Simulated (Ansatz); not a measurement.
Reaction (ligand exchange at the Si–C bond): `NC(N)=C[SiH3]` + `[OH][AlH][SiH3]` → `[SiH3][O][AlH][SiH3]` + `C=C(N)N`

Gas-phase electronic energies from Ansatz, PBE0-D4/def2-TZVP geometries. CBS: MP2 limit from def2 TZ/QZ plus the TZ coupled-cluster correction, frozen cores. Functionals use def2-TZVPP. One conformer a species, not always the lowest.

| level | ΔE (eV) |
| --- | --- |
| PBE0-D4 | -0.83 |
| ωB97X-V | -0.94 |
| ωB97M-V | -0.93 |
| MP2/def2-TZVPP | -0.95 |
| SCS-MP2/def2-TZVPP | -1.02 |
| HF/def2-QZVPP | -1.25 |
| MP2/CBS(def2) | -0.95 |
| CCSD/CBS(def2) | -1.01 |

Problem. What does CCSD(T)/CBS give? (Estimate.)

Solution. Computed: -0.96 eV. The listed levels differ from it by 0.13, 0.02, 0.03, 0.01, -0.06, -0.29, 0.01, -0.05 eV.

Largest T1 diagnostic among the species: 0.014.

From PBE to PBE0 (25 % exact exchange), in def2-TZVPP and without D4, ΔE moves by −0.07 eV. The D4 term adds +0.03 eV with B3LYP and +0.02 eV with PBE0; it sums over pairs of atoms, weighted by their polarisabilities, and B3LYP, whose exchange is more repulsive, gets the larger term.

B3LYP here is the variant with VWN-RPA as its local correlation; programs differ in this.
